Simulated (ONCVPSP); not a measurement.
## Before and after: ONCV potential for W (Z = 74)

tungsten, optimised norm-conserving Vanderbilt (ONCV), made with ONCVPSP 4.0.1 (LDA (Perdew-Wang 92), scalar-relativistic). Core [Kr] 4d10 4f14, reference 5s2 5p6 5d4 (charge +2). Waves: 5s: rc 1.80 bohr, ncon 4, nbas 7, qcut 7.3 1/bohr, 3 projectors, debl 1.1 Ha; 5p: rc 1.20 bohr, ncon 3, nbas 6, qcut 5.5 1/bohr, 2 projectors, debl 2.6 Ha; 5d: rc 2.25 bohr, ncon 5, nbas 9, qcut 7.3 1/bohr, 2 projectors, debl 3.4 Ha. Local part: polynomial inside 0.80 bohr (lpopt 5, dvloc0 3 Ha). Core correction: none.

In the s channel the program set the typed energies aside and used -3.510, 0.050, 1.150 Ha.

Change: all radii scaled by about 1.26 (s 2.26, p 1.52, d 2.84 bohr); local potential polynomial inside 1.00 bohr (lpopt 5, dvloc0 3 Ha).

Cutoffs: the cutoffs (Ha) at which the residual kinetic energy of the hardest occupied pseudo-wave falls to 1 and 0.1 mHa per electron; they do not see the model core or the augmentation charge, which bear on the density cutoff. Errors are all-electron minus pseudo energies relative to the spin-unpolarised reference configuration.

Task: What does the change do?

Result: The bound ghost in s disappears; of the 4 tests that both files solve, the error grows in 1 and shrinks in 2 by more than 15 % and 0.3 meV (median size 6.7 → 5.1 meV).

```tsv
quantity	base	changed
cutoffs, loose and tight	not determined	13 Ha, 49 Ha
bound ghosts	s	none
GHOST(+) flags under 300 eV	p at 143.5 eV	s at 116.0 eV, d at 137.9 eV, p at 206.6 eV
error for 5s2 5p6 5d4 6s2, meV [ΔE -25.14 eV]	+11	+8.5
error for 5s2 5p6 5d4 6s1, meV [ΔE -16.02 eV]	+6.0	+5.1
error for 5s2 5p6 5d3, meV [ΔE 25.71 eV]	-7.5	+4.3
error for 5s2 5p6 5d5, meV [ΔE -15.17 eV]	+0.5	+5.1
```

 A true bound ghost makes a file unfit for plane-wave use even where its test errors are small: the radial tests pick states by their node count and pass the ghost by.
